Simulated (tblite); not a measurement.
A geometry optimisation, step by step.

Compound: C6H12B2N2.
SMILES with atom numbers: `[CH:1]#[C:2][C@H:3]1[BH:4][NH:5][CH2:6][CH2:7][B:8]1[NH:9][CH3:10]` (hydrogens: H11 on C1; H12 on C3; H13 on B4; H14 on N5; H15, H16 on C6; H17, H18 on C7; H19 on N9; H20, H21, H22 on C10)

Computed with GFN2-xTB (tblite), gas phase: L-BFGS steps from a force-field or distance-geometry start until the largest atomic force falls under 0.01 eV/Å. 7 of its 144 geometries are shown.

Step 0: E = -739.7696 eV, largest atomic force 3.154 eV/Å
```
atom  x, y, z in Å  |  force x, y, z in eV/Å
C1     -1.801    3.006    0.497   -0.163   0.409  -0.010
C2     -1.452    1.854    0.524   -0.074   0.363   0.506
C3     -1.019    0.465    0.589   -1.340   0.411  -0.403
B4     -2.122   -0.510   -0.065    1.608  -1.462  -1.627
N5     -1.689   -1.982   -0.181   -1.076   2.076   1.151
C6     -0.287   -2.167    0.193   -0.565   0.005   0.753
C7      0.529   -1.277   -0.730    0.440   0.986   0.461
B8      0.283    0.238   -0.262    1.815   0.953  -0.915
N9      1.316    1.278   -0.587   -2.380  -0.144   2.065
C10     2.656    0.915   -0.224    1.498  -0.471  -0.731
H11    -2.148    4.029    0.453    0.382  -1.056   0.006
H12    -0.914    0.111    1.631    0.306   0.443  -0.247
H13    -2.790   -0.097   -0.953   -0.477  -0.240   0.776
H14    -2.333   -2.514    0.412    0.338  -0.262  -0.676
H15    -0.177   -1.826    1.267    0.465  -0.668  -0.699
H16     0.006   -3.217    0.086   -0.194   0.021   0.132
H17     0.127   -1.371   -1.751    0.447  -0.224   0.302
H18     1.608   -1.518   -0.676   -0.620  -0.272  -0.381
H19     1.116    2.219   -0.169   -0.114  -1.081  -0.845
H20     3.275    0.738   -1.151   -0.342   0.339   0.679
H21     2.651   -0.051    0.307    0.344   0.464   0.104
H22     3.153    1.696    0.391   -0.298  -0.591  -0.399
```

Step 24: E = -741.7128 eV, largest atomic force 0.181 eV/Å
```
atom  x, y, z in Å  |  force x, y, z in eV/Å
C1     -1.831    3.102    0.432    0.015  -0.091  -0.022
C2     -1.530    1.945    0.334    0.025   0.064  -0.045
C3     -1.111    0.563    0.358   -0.011  -0.033   0.044
B4     -2.173   -0.541   -0.112    0.041   0.066   0.119
N5     -1.726   -1.850   -0.046    0.061   0.132   0.008
C6     -0.347   -2.196    0.262   -0.039  -0.034  -0.004
C7      0.588   -1.303   -0.563   -0.016  -0.035  -0.015
B8      0.359    0.230   -0.191    0.042   0.004   0.000
N9      1.372    1.174   -0.205    0.047  -0.010   0.131
C10     2.807    0.961   -0.279   -0.035  -0.025  -0.042
H11    -2.136    4.101    0.514   -0.006   0.033  -0.087
H12    -0.977    0.367    1.436   -0.008  -0.181  -0.003
H13    -3.282   -0.331   -0.436    0.066   0.046   0.003
H14    -2.316   -2.633   -0.274    0.003  -0.036   0.001
H15    -0.148   -2.049    1.333   -0.032   0.026   0.011
H16    -0.170   -3.252    0.043   -0.042  -0.055  -0.069
H17     0.293   -1.445   -1.607    0.090   0.046  -0.069
H18     1.617   -1.659   -0.487   -0.014   0.012   0.126
H19     1.134    2.142   -0.049   -0.050   0.036   0.013
H20     3.182    0.939   -1.307   -0.097   0.107  -0.028
H21     3.056    0.001    0.176    0.010   0.058   0.012
H22     3.328    1.754    0.267   -0.050  -0.131  -0.086
```

Step 48: E = -741.8702 eV, largest atomic force 0.127 eV/Å
```
atom  x, y, z in Å  |  force x, y, z in eV/Å
C1     -1.751    3.056    0.247    0.010  -0.041   0.012
C2     -1.460    1.909    0.443    0.086   0.087  -0.034
C3     -1.073    0.525    0.592   -0.085  -0.022  -0.018
B4     -2.150   -0.483   -0.024    0.016  -0.062   0.039
N5     -1.755   -1.800   -0.150    0.096  -0.018  -0.060
C6     -0.424   -2.281    0.181    0.046  -0.043  -0.005
C7      0.666   -1.338   -0.349    0.007  -0.015   0.009
B8      0.392    0.179    0.050    0.005  -0.038   0.106
N9      1.367    1.155   -0.004   -0.096   0.018   0.042
C10     2.738    1.052   -0.447    0.004   0.006  -0.013
H11    -2.049    4.050    0.084    0.026  -0.044   0.043
H12    -1.032    0.299    1.668   -0.046   0.033  -0.014
H13    -3.236   -0.180   -0.342   -0.019   0.043  -0.019
H14    -2.363   -2.518   -0.510   -0.034   0.041   0.010
H15    -0.327   -2.364    1.274    0.018   0.013  -0.055
H16    -0.293   -3.283   -0.241    0.008  -0.011   0.034
H17     0.695   -1.417   -1.440   -0.041  -0.017   0.001
H18     1.635   -1.702    0.002   -0.032  -0.008   0.025
H19     1.101    2.095    0.255    0.018   0.081  -0.078
H20     2.825    1.238   -1.522    0.001   0.025  -0.039
H21     3.119    0.052   -0.245   -0.003  -0.027  -0.010
H22     3.363    1.775    0.076    0.012   0.001   0.026
```

Step 72: E = -741.8991 eV, largest atomic force 0.107 eV/Å
```
atom  x, y, z in Å  |  force x, y, z in eV/Å
C1     -1.633    3.070    0.290   -0.009  -0.038   0.007
C2     -1.423    1.903    0.471   -0.047   0.027   0.048
C3     -1.097    0.506    0.628    0.037  -0.002  -0.024
B4     -2.135   -0.494   -0.062   -0.005  -0.005   0.005
N5     -1.721   -1.803   -0.213   -0.063  -0.086   0.009
C6     -0.421   -2.307    0.196   -0.006  -0.005   0.018
C7      0.701   -1.351   -0.224    0.031  -0.032  -0.042
B8      0.383    0.170    0.129    0.019  -0.046   0.000
N9      1.309    1.177   -0.057   -0.043  -0.005   0.037
C10     2.673    1.078   -0.523   -0.064   0.011   0.014
H11    -1.868    4.081    0.136    0.006   0.001   0.020
H12    -1.131    0.262    1.700   -0.004   0.056  -0.023
H13    -3.212   -0.183   -0.408    0.026  -0.002  -0.035
H14    -2.327   -2.516   -0.591    0.028   0.068   0.005
H15    -0.400   -2.423    1.290   -0.006   0.004   0.000
H16    -0.257   -3.297   -0.244   -0.035   0.023   0.018
H17     0.812   -1.416   -1.310    0.015  -0.037  -0.028
H18     1.636   -1.722    0.203    0.009   0.036   0.025
H19     1.016    2.132    0.112    0.025  -0.002  -0.031
H20     2.760    1.425   -1.560    0.032  -0.017   0.079
H21     2.995    0.039   -0.471    0.025   0.092  -0.040
H22     3.328    1.687    0.107    0.031  -0.039  -0.061
```

Step 95: E = -741.9183 eV, largest atomic force 0.084 eV/Å
```
atom  x, y, z in Å  |  force x, y, z in eV/Å
C1     -1.597    3.085    0.414   -0.002  -0.084   0.003
C2     -1.412    1.902    0.499   -0.026   0.055   0.031
C3     -1.097    0.496    0.588   -0.006  -0.030   0.004
B4     -2.112   -0.490   -0.149   -0.018   0.038  -0.036
N5     -1.714   -1.810   -0.233    0.012   0.029  -0.018
C6     -0.444   -2.310    0.268    0.006   0.018   0.010
C7      0.719   -1.395   -0.148   -0.008   0.000  -0.016
B8      0.382    0.147    0.097   -0.008  -0.019  -0.013
N9      1.275    1.171   -0.145    0.012  -0.019   0.009
C10     2.644    1.114   -0.598   -0.026   0.017   0.010
H11    -1.812    4.110    0.344   -0.003  -0.016  -0.005
H12    -1.142    0.217    1.650   -0.003   0.002   0.028
H13    -3.142   -0.162   -0.607    0.028  -0.012   0.008
H14    -2.289   -2.514   -0.664   -0.022  -0.036  -0.015
H15    -0.479   -2.360    1.365   -0.005   0.009   0.016
H16    -0.285   -3.328   -0.103    0.009   0.030   0.007
H17     0.916   -1.555   -1.213   -0.012   0.016   0.027
H18     1.615   -1.723    0.383   -0.004   0.009  -0.003
H19     0.953    2.120    0.004    0.027  -0.003  -0.019
H20     2.759    1.640   -1.550    0.012  -0.002  -0.034
H21     2.944    0.077   -0.734    0.001   0.023   0.010
H22     3.308    1.585    0.132    0.036  -0.027  -0.002
```

Step 119: E = -741.9242 eV, largest atomic force 0.040 eV/Å
```
atom  x, y, z in Å  |  force x, y, z in eV/Å
C1     -1.637    3.069    0.470    0.002  -0.039   0.003
C2     -1.423    1.891    0.548   -0.009   0.038  -0.009
C3     -1.094    0.488    0.602    0.008  -0.002  -0.004
B4     -2.089   -0.475   -0.193   -0.015   0.003  -0.001
N5     -1.699   -1.798   -0.263    0.003   0.002  -0.002
C6     -0.451   -2.287    0.301    0.001   0.001   0.003
C7      0.723   -1.391   -0.120   -0.008   0.000   0.000
B8      0.388    0.154    0.105    0.000   0.002  -0.001
N9      1.279    1.172   -0.166    0.008  -0.010   0.007
C10     2.643    1.097   -0.635    0.003  -0.001   0.006
H11    -1.872    4.089    0.410   -0.002   0.006   0.009
H12    -1.150    0.174    1.653    0.001   0.003  -0.001
H13    -3.089   -0.131   -0.699    0.005   0.002  -0.001
H14    -2.247   -2.502   -0.731    0.004   0.002   0.007
H15    -0.521   -2.284    1.398   -0.006  -0.005  -0.008
H16    -0.288   -3.321   -0.018    0.015   0.009  -0.004
H17     0.920   -1.564   -1.182    0.007  -0.007   0.006
H18     1.616   -1.716    0.419   -0.002  -0.003   0.004
H19     0.969    2.126   -0.028    0.007  -0.005  -0.004
H20     2.764    1.652   -1.569   -0.001  -0.017   0.005
H21     2.916    0.058   -0.807   -0.017   0.017  -0.006
H22     3.332    1.519    0.104   -0.002   0.005  -0.009
```

Step 143: E = -741.9252 eV, largest atomic force 0.009 eV/Å
```
atom  x, y, z in Å  |  force x, y, z in eV/Å
C1     -1.655    3.072    0.499   -0.001   0.003  -0.001
C2     -1.429    1.896    0.555   -0.001  -0.008   0.004
C3     -1.095    0.493    0.598    0.004  -0.006   0.000
B4     -2.081   -0.469   -0.211   -0.002   0.001   0.001
N5     -1.690   -1.792   -0.277    0.000   0.002  -0.002
C6     -0.451   -2.283    0.303   -0.001   0.001  -0.001
C7      0.731   -1.387   -0.094   -0.001  -0.001   0.001
B8      0.389    0.159    0.113    0.003  -0.001  -0.004
N9      1.282    1.172   -0.169   -0.001   0.002  -0.003
C10     2.639    1.084   -0.655    0.000  -0.002   0.001
H11    -1.896    4.092    0.457    0.000   0.007   0.000
H12    -1.162    0.171    1.647    0.002   0.001   0.003
H13    -3.073   -0.123   -0.731    0.004  -0.001   0.003
H14    -2.236   -2.496   -0.747    0.003   0.002  -0.002
H15    -0.539   -2.290    1.399   -0.001   0.001   0.000
H16    -0.280   -3.314   -0.021   -0.003  -0.003  -0.001
H17     0.958   -1.570   -1.148   -0.001  -0.002   0.002
H18     1.609   -1.704    0.472   -0.002  -0.003   0.002
H19     0.978    2.129   -0.040   -0.002   0.004  -0.003
H20     2.751    1.633   -1.594    0.000  -0.004   0.000
H21     2.899    0.043   -0.827    0.002   0.002   0.001
H22     3.342    1.504    0.071   -0.002   0.006   0.001
```

**Question.** Summarise the path.

**Answer.** The energy falls by 2.1556 eV from step 0 to step 143; nine tenths of that is first reached at step 24. It falls at every step. The largest force goes from 3.154 to 0.009 eV/Å. Among the bonds B4–N5 changes most, from 1.538 to 1.381 Å; the atoms move by 0.623 Å rms after alignment.

**Question.** Follow the three bonds and two angles with the largest change from start to end.

**Answer.** 
```csv
step,E above end (eV),largest force (eV/Å),B4–N5 (Å),B8–N9 (Å),N9–H19 (Å),B4–N5–H14 (°),B8–N9–C10 (°)
0,2.1556,3.154,1.538,1.501,1.049,106.1,114.3
6,0.9724,1.501,1.414,1.384,1.017,124.9,122.1
12,0.4435,0.508,1.388,1.380,1.008,121.6,125.1
19,0.2607,0.227,1.383,1.387,1.012,122.6,126.8
25,0.2063,0.185,1.385,1.384,1.010,122.7,128.4
31,0.1536,0.190,1.382,1.381,1.010,122.7,129.1
37,0.1092,0.271,1.382,1.382,1.011,123.6,128.1
44,0.0715,0.125,1.378,1.384,1.011,121.4,128.1
50,0.0503,0.139,1.380,1.382,1.010,122.1,129.2
56,0.0425,0.062,1.381,1.381,1.011,121.9,129.1
62,0.0385,0.057,1.379,1.382,1.012,121.6,128.9
68,0.0321,0.094,1.381,1.382,1.012,122.2,128.7
75,0.0216,0.087,1.381,1.380,1.011,121.7,128.6
81,0.0177,0.066,1.381,1.381,1.013,121.9,128.8
87,0.0132,0.079,1.381,1.381,1.012,122.1,129.7
93,0.0083,0.054,1.382,1.379,1.012,121.9,129.5
99,0.0049,0.042,1.382,1.381,1.013,122.2,130.0
106,0.0032,0.026,1.381,1.381,1.013,122.6,130.1
112,0.0022,0.031,1.381,1.381,1.012,122.5,130.0
118,0.0011,0.033,1.381,1.380,1.012,122.6,129.5
124,0.0007,0.017,1.381,1.380,1.012,122.7,129.4
131,0.0004,0.014,1.381,1.380,1.012,122.6,129.3
137,0.0002,0.017,1.381,1.380,1.012,122.7,129.2
143,0.0000,0.009,1.381,1.380,1.012,122.6,129.2
```

What follows is the cost of the whole relaxation. On one thread, Arm Neoverse V1 (aarch64), shared host with 32 logical CPUs at a one-minute load of 31, this took 1.2 s.
